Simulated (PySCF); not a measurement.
A PySCF script (with the pyscf-properties extension) for the NMR shieldings of SMILES C1=CCCP1C#CC, C$_{7}$H$_{9}$P, on a GFN2-xTB geometry:

```python
import basis_set_exchange as bse
import numpy as np
from pyscf import gto, dft
from pyscf.prop import nmr

atoms = """
C     3.355186    0.036411   -0.552639
C     2.144097    0.010836    0.237229
C     1.105977   -0.004536    0.849396
P    -0.307546   -0.037398    1.916453
C    -1.162859   -1.418858    1.068505
C    -1.927995   -1.036057    0.057193
C    -1.958846    0.428621   -0.249631
C    -1.391512    1.161784    0.968841
H     3.156639   -0.324299   -1.562371
H     3.740865    1.054481   -0.609191
H     4.110534   -0.599763   -0.091262
H    -1.029108   -2.439774    1.388242
H    -2.497308   -1.715107   -0.561360
H    -1.338625    0.611798   -1.133476
H    -2.971402    0.765620   -0.483056
H    -0.833266    2.060239    0.703311
H    -2.201829    1.458030    1.641752
"""
names = dict.fromkeys(["C", "P", "H"], "pcSseg-1")
basis = {el: gto.basis.parse(bse.get_basis(n, elements=[el], fmt="nwchem")) for el, n in names.items()}
mol = gto.M(atom=atoms, basis=basis, charge=0, verbose=0)
mf = dft.RKS(mol, xc="PBE0")
mf.grids.level = 2
mf.grids.alignment = dft.numint.BLKSIZE   # the property module wants whole blocks of grid points
mf.conv_tol = 1e-9
mf.kernel()

calc = nmr.RKS(mf)   # GIAO
C = mf.mo_coeff
Co = C[:, mf.mo_occ > 0]
resp = mf.gen_response(singlet=True, hermi=2)
def vind(x):   # induced exchange potential for any number of trial vectors
    d = np.einsum("pi,xij,qj->xpq", C, 2 * x.reshape(-1, C.shape[1], Co.shape[1]), Co, optimize=True)
    return np.einsum("xpq,pi,qj->xij", resp(d - d.transpose(0, 2, 1)), C, Co, optimize=True).ravel()
mo1, _ = nmr.rhf.solve_mo1(calc, with_cphf=vind)
sigma = calc.kernel(mo1)
for i, s in enumerate(sigma):   # ppm
    w = np.linalg.eigvalsh((s + s.T) / 2)
    print("%2d %-2s iso %8.1f  s11 %8.1f  s22 %8.1f  s33 %8.1f" % (i, mol.atom_pure_symbol(i), w.mean(), *w))
```

**Question.** What does it print?

**Answer.** 
```
 0 C  iso    180.7  s11    172.7  s22    172.9  s33    196.6
 1 C  iso     77.9  s11    -10.6  s22      4.6  s33    239.7
 2 C  iso    102.9  s11      9.8  s22     18.2  s33    280.8
 3 P  iso    374.5  s11    307.8  s22    404.3  s33    411.3
 4 C  iso     50.5  s11    -55.8  s22     63.6  s33    143.8
 5 C  iso     35.0  s11    -73.2  s22     39.9  s33    138.1
 6 C  iso    148.2  s11    121.5  s22    152.1  s33    171.1
 7 C  iso    154.7  s11    133.9  s22    159.7  s33    170.5
 8 H  iso     29.7  s11     24.3  s22     28.4  s33     36.3
 9 H  iso     29.7  s11     24.6  s22     28.0  s33     36.4
10 H  iso     29.6  s11     24.5  s22     27.9  s33     36.6
11 H  iso     25.4  s11     24.0  s22     25.5  s33     26.7
12 H  iso     25.0  s11     23.5  s22     24.7  s33     26.8
13 H  iso     28.6  s11     25.0  s22     26.6  s33     34.3
14 H  iso     29.1  s11     24.0  s22     27.2  s33     36.0
15 H  iso     29.6  s11     26.2  s22     27.4  s33     35.3
16 H  iso     29.9  s11     23.9  s22     28.2  s33     37.5
```

These numbers come from an equivalent density-fitted implementation of the same equations, which agrees with the script to about 0.01 ppm for H and up to a few tenths of a ppm for heavy atoms, so last digits may differ.

Size and cost of the density-fitted run: 188 basis functions, 35 s wall time on 1 thread of an Arm Neoverse V1, shared host; peak memory 0.89 GiB.
